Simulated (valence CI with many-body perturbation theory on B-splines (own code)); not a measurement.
## A CI+MBPT run for Re4+

Calculated by valence CI with perturbative core correlation (CI+MBPT): three valence electrons over a frozen Dirac-Fock core [Xe] 4f14, a basis of 6 s, 6 p, 5 d, 5 f, 1 g functions for each j, with the one-electron correlation potential Σ1 (screened to all orders), the two-electron term Σ2, the three-electron term Σ3, Breit, model QED; selected single and double excitations, second order for the rest, scaled by the run's own slope (own B-spline code, finite nucleus).

Command, and the settings that its task file holds:

```sh
python run_cv.py task.json out
```

```
atom Re  Z=75  mass_number=187  rms_radius_fm=5.3698
core [Xe] 4f14
valence 5d3
avg = 1
basis = S
breit = 1
cap = 10000
capref = 1200
cscale = 1
de = 0.0
dress = 0
eps = 2e-08
extrap = 1
h = 0.27
hh = 1
l2 = 3
lcore = 6
maxit = 60
n2 = 5
natural = 1
nlev = 20
nno = [3, 3, 3, 3, 1]
nroot = 26
nsp = [3, 3, 2, 2, 0]
pt2 = 1
qed = 1
rpa = 1
s1 = 1
s2 = 3
s3 = 1
screen = 1
tol = 2e-05
whole = 1
```

It took 61 s on 1 thread of Arm Neoverse V1, with other jobs on the host.

Log. The first blocks belong to the next ion, which gives the ionisation energy. Fields: 2J, parity (1 odd), roots, reference size, generating configurations, candidates as configurations/state functions, variational space P, stored matrix elements, Davidson steps; e2 is the range of second-order energies in hartree. The first line gives the box (bohr), its intervals, the orbitals and the steps of their self-consistent field. Window is the range of levels sought, series limit the energy at which the first omitted orbital would enter, core excitation an estimate of the first excitation out of the core, left out the lowest levels not solved, and shifts from estimates the range by which levels moved from their first estimate, all in cm⁻¹.

```
rmax 15.8 intervals 63 orbitals 40 references ['5d3', '5d2 6s', '5d2 6p', '5d 6s2'] scf 8 t 1.8
2J=4 par=0 roots 2 ref 42 generators 8 cand 293/293 P 296/296 nnz 0 it 0
2J=4 par=0 roots 2 ref 42 generators 14 cand 39/39 P 316/316 nnz 0 it 0
   second order: generators 22 cand 19/19 e2 -0.00000 -0.00000
2J=6 par=0 roots 2 ref 32 generators 7 cand 250/250 P 234/234 nnz 0 it 0
2J=6 par=0 roots 2 ref 32 generators 15 cand 48/48 P 257/257 nnz 0 it 0
   second order: generators 21 cand 25/25 e2 -0.00000 -0.00000
reference levels 439, estimated 33, window 79142 1/cm; series limit 325936, core excitation 319297
2J=3 par=0 roots 7 ref 40 generators 10 cand 956/2069 P 1005/2246 nnz 0 it 4
2J=3 par=0 roots 7 ref 40 generators 50 cand 3517/7876 P 1320/2959 nnz 1.5e+06 it 7
   second order: generators 99 cand 3845/8313 e2 -0.00002 -0.00000
2J=5 par=0 roots 7 ref 42 generators 10 cand 942/2412 P 1045/2652 nnz 1.5e+06 it 3
2J=5 par=0 roots 7 ref 42 generators 41 cand 3548/9223 P 1350/3447 nnz 2e+06 it 8
   second order: generators 92 cand 4008/9873 e2 -0.00002 -0.00000
2J=7 par=0 roots 4 ref 30 generators 6 cand 905/2246 P 893/2312 nnz 0 it 4
2J=7 par=0 roots 4 ref 30 generators 26 cand 3243/8628 P 1068/2729 nnz 1.5e+06 it 5
   second order: generators 46 cand 3723/9541 e2 -0.00001 -0.00000
2J=9 par=0 roots 4 ref 20 generators 7 cand 496/1166 P 795/1815 nnz 0 it 5
2J=9 par=0 roots 4 ref 20 generators 30 cand 2668/6844 P 973/2163 nnz 0 it 5
   second order: generators 53 cand 3158/7668 e2 -0.00001 -0.00000
2J=1 par=0 roots 3 ref 24 generators 5 cand 216/282 P 791/1234 nnz 0 it 0
2J=1 par=0 roots 3 ref 24 generators 25 cand 2707/4139 P 1047/1597 nnz 0 it 5
   second order: generators 55 cand 3122/4713 e2 -0.00001 -0.00000
2J=11 par=0 roots 1 ref 6 generators 1 cand 179/329 P 391/880 nnz 0 it 0
2J=11 par=0 roots 1 ref 6 generators 10 cand 2130/4878 P 519/1134 nnz 0 it 0
   second order: generators 16 cand 2307/5134 e2 -0.00001 -0.00001
left out: unestimated 113741, estimated 95832, shifts from estimates -15 to 0
operators 7.1
```

The Davidson iterations converged. The settings are bad on purpose, so the numbers may not be properties of the ion.

Set against measurement, 19 paired levels are off by 2439 cm⁻¹ on average, the worst by 12951. These come from a selection out of Brasseur, Gamrath and Quinet, At. Data Nucl. Data Tables 157, 101636 (2024). Levels without a partner in it may be off by more, other configurations by 1,000 to 8,000 cm⁻¹. Only levels of the ground parity were solved; by the run's estimate the other parity begins above the list, which can be wrong where configurations are misplaced. 5 measured levels below the end of the list, from 63506 cm⁻¹ on, found no clear computed partner, and computed levels of the same name lie up to 12712 cm⁻¹ from them.

```
Valence energy                            : -7.623656 hartree
Ionisation energy                         : 55.203 eV (NIST: 51.9 ± 1.9 eV (theoretical))
Reference configurations for the orbitals : 5d3, 5d2 6s, 5d2 6p, 5d 6s2
Radial orbitals                           : 40
Box radius                                : 15.75 bohr
Largest variational space                 : 3447
Lowest levels                             : 5d3 4F_3/2 0.0000, 5d3 4F_5/2 0.6320, 5d3 4F_7/2 1.182, 5d3 4F_9/2 1.562, 5d3 4P_3/2 1.678, 5d3 4P_1/2 1.870, 5d3 2H_9/2 2.511, 5d3 2G_7/2 2.512, 5d3 4P_5/2 2.715, 5d3 2D_3/2 [a] 3.201, 5d3 2P_1/2 3.293, 5d3 2H_11/2 3.366, 5d3 2D_5/2 [a] 3.939, 5d3 2G_9/2 3.971 eV
```

Names give the largest LS component (configuration and term), which can be under half, so a name can repeat, a term be missing and a line seem to break the LS rules; names also repeat where a configuration has a term twice. Letters in brackets count levels of one name in rising energy.
